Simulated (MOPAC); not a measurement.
MOPAC input (PM3):

```
PM3 PRECISE GNORM=0.05 LET XYZ CHARGE=1 GEO-OK AUX(PRECISION=9) THREADS=1
C2HO2

O    -1.70661100 1    0.00559700 1   -0.04848600 1
C    -0.62544800 1   -0.50963200 1    0.24798100 1
C     0.73169600 1    0.18445800 1   -0.07626000 1
O     1.85185900 1    0.12879400 1   -0.01743300 1
H    -1.79947900 1    0.87591000 1   -0.50297700 1
```

Output:

```
 *******************************************************************************
 **                                                                           **
 **                              MOPAC v23.2.5                                **
 **                                                                           **
 *******************************************************************************
 ** MOPAC's Digital Object Identifier: https://doi.org/10.5281/zenodo.6511958 **
 **                                                                           **
 ** Please cite the open-source release paper for use of this MOPAC version:  **
 ** J. E. Moussa and J. J. P. Stewart (2026)                                  **
 ** MOPAC: An open-source semiempirical molecular orbital program             **
 ** J. Open Source Softw., 11(119), 8025, https://doi.org/10.21105/joss.08025 **
 *******************************************************************************

                              PM3 CALCULATION RESULTS

 *******************************************************************************
 *  PM3        - The PM3 Hamiltonian to be used
 *  GEO-OK     - OVERRIDE INTERATOMIC DISTANCE AND OTHER SAFETY CHECKS
 *
 *
 *
 *                 CHARGE ON SYSTEM = +1
 *
 *
 *
 *  LET        - OVERRIDE SOME SAFETY CHECKS
 *  PRECISE    - TIGHTER CRITERIA TO BE USED
 *  XYZ        - CARTESIAN COORDINATE SYSTEM TO BE USED
 *  GNORM      - EXIT WHEN GRADIENT NORM DROPS BELOW 0.050
 *  AUX        - OUTPUT AUXILIARY INFORMATION
 *******************************************************************************
PM3 PRECISE GNORM=0.05 LET XYZ CHARGE=1 GEO-OK AUX(PRECISION=9) THREADS=1
 C2HO2

   ATOM   CHEMICAL          X               Y               Z
  NUMBER   SYMBOL      (ANGSTROMS)     (ANGSTROMS)     (ANGSTROMS)

     1       O         -1.70661100  *   0.00559700  *  -0.04848600  *
     2       C         -0.62544800  *  -0.50963200  *   0.24798100  *
     3       C          0.73169600  *   0.18445800  *  -0.07626000  *
     4       O          1.85185900  *   0.12879400  *  -0.01743300  *
     5       H         -1.79947900  *   0.87591000  *  -0.50297700  *

          CARTESIAN COORDINATES

    NO.       ATOM           X           Y           Z

     1         O         -1.7066      0.0056     -0.0485
     2         C         -0.6254     -0.5096      0.2480
     3         C          0.7317      0.1845     -0.0763
     4         O          1.8519      0.1288     -0.0174
     5         H         -1.7995      0.8759     -0.5030

  H: (PM3): J. J. P. STEWART, J. COMP. CHEM. 10, 209 (1989).
  C: (PM3): J. J. P. STEWART, J. COMP. CHEM. 10, 209 (1989).
  O: (PM3): J. J. P. STEWART, J. COMP. CHEM. 10, 209 (1989).

           Empirical Formula: C2 H O2  =     5 atoms

      MOLECULAR POINT GROUP   :   Cs

      RHF CALCULATION, NO. OF DOUBLY OCCUPIED LEVELS = 10

          Geometry optimization using EF

          DIAGONAL MATRIX USED AS START HESSIAN

 CYCLE:     1  GRAD.:    60.783 HEAT:  187.2812
 CYCLE:     2  GRAD.:   465.277 HEAT:  211.0817
 CYCLE:     3  GRAD.:   475.575 HEAT:  211.6051
 CYCLE:     4  GRAD.:   202.264 HEAT:  195.8781
 CYCLE:     5  GRAD.:   611.356 HEAT:  216.6231
 CYCLE:     6  GRAD.:   290.464 HEAT:  195.7238
 CYCLE:     7  GRAD.:   342.268 HEAT:  197.9648
 CYCLE:     8  GRAD.:   118.396 HEAT:  187.9755
 CYCLE:     9  GRAD.:   101.661 HEAT:  186.9986
 CYCLE:    10  GRAD.:    28.103 HEAT:  184.3334
 CYCLE:    11  GRAD.:     5.819 HEAT:  184.2091
 CYCLE:    12  GRAD.:     3.079 HEAT:  184.1884
 CYCLE:    13  GRAD.:     1.322 HEAT:  184.1846
 CYCLE:    14  GRAD.:     0.930 HEAT:  184.1815
 CYCLE:    15  GRAD.:     0.658 HEAT:  184.1782
 CYCLE:    16  GRAD.:     0.293 HEAT:  184.1774
 CYCLE:    17  GRAD.:     0.164 HEAT:  184.1774
 CYCLE:    18  GRAD.:     0.024 HEAT:  184.1774

     GRADIENT =  0.02351 IS LESS THAN CUTOFF =  0.05000

 -------------------------------------------------------------------------------
 PM3 PRECISE GNORM=0.05 LET XYZ CHARGE=1 GEO-OK AUX(PRECISION=9) THREADS=1
 C2HO2

     GEOMETRY OPTIMISED USING EIGENVECTOR FOLLOWING (EF).
     SCF FIELD WAS ACHIEVED

                              PM3 CALCULATION
                                                       MOPAC v23.2.5 Linux

          FINAL HEAT OF FORMATION =        184.17737 KCAL/MOL =     770.59813 KJ/MOL

          COSMO AREA              =         87.28 SQUARE ANGSTROMS
          COSMO VOLUME            =         68.37 CUBIC ANGSTROMS

          GRADIENT NORM           =          0.02351          =       0.01051 PER ATOM
          IONIZATION POTENTIAL    =         16.853445 EV
          HOMO LUMO ENERGIES (EV) =        -16.853 -7.479
          NO. OF FILLED LEVELS    =         10
          MOLECULAR WEIGHT        =         57.0287         POINT GROUP:  Cs

          MOLECULAR DIMENSIONS (Angstroms)

            Atom       Atom       Distance
            H     5    O     4     3.86334
            O     4    C     2     1.20268
            C     3    O     1     0.00000

          SCF CALCULATIONS        =         19

   ATOM   CHEMICAL          X               Y               Z
  NUMBER   SYMBOL      (ANGSTROMS)     (ANGSTROMS)     (ANGSTROMS)

     1       O         -1.72340982  *   0.01736143  *  -0.05504481  *
     2       C         -0.63763368  *  -0.46816939  *   0.22612128  *
     3       C          0.75480945  *   0.09997063  *  -0.03176256  *
     4       O          1.88186921  *   0.15927565  *  -0.03246280  *
     5       H         -1.88983960  *   0.85611732  *  -0.49511047  *

                             CARTESIAN COORDINATES

   1    O       -1.723409821     0.017361434    -0.055044812
   2    C       -0.637633681    -0.468169393     0.226121281
   3    C        0.754809451     0.099970627    -0.031762559
   4    O        1.881869212     0.159275649    -0.032462803
   5    H       -1.889839605     0.856117321    -0.495110474

           Empirical Formula: C2 H O2  =     5 atoms

      MOLECULAR POINT GROUP   :   Cs

                  EIGENVALUES
 -47.64151 -46.80407 -32.48040 -28.63849 -25.53511 -23.53021 -23.48323 -22.08295
 -22.03117 -16.85345  -7.47913  -7.00563  -5.43235  -5.31187  -3.86189  -1.17543
  -0.28745

              NET ATOMIC CHARGES AND DIPOLE CONTRIBUTIONS

  ATOM NO.   TYPE          CHARGE      No. of ELECS.   s-Pop       p-Pop
    1          O          -0.011165        6.0112     1.72655     4.28462
    2          C           0.339322        3.6607     1.70443     1.95625
    3          C           0.260858        3.7391     1.46819     2.27095
    4          O           0.140837        5.8592     1.81323     4.04594
    5          H           0.270147        0.7299     0.72985
 DIPOLE           X         Y         Z       TOTAL
 POINT-CHG.    -1.352     0.642    -0.369     1.541
 HYBRID         0.478     1.531    -0.782     1.784
 SUM           -0.874     2.172    -1.152     2.609

          ATOMIC ORBITAL ELECTRON POPULATIONS

     Atom    s        px        py        pz
    1  O   1.72655   1.38982   1.38670   1.50810
    2  C   1.70443   0.66065   0.76270   0.53290
    3  C   1.46819   0.95392   0.65624   0.66080
    4  O   1.81323   1.28340   1.40752   1.35502
    5  H   0.72985

 **********************
 *                    *
 * JOB ENDED NORMALLY *
 *                    *
 **********************

 == MOPAC DONE ==
```

The dipole moment of an ion depends on the origin.

The geometry given is a B3LYP-D3(BJ)/def2-TZVP minimum.
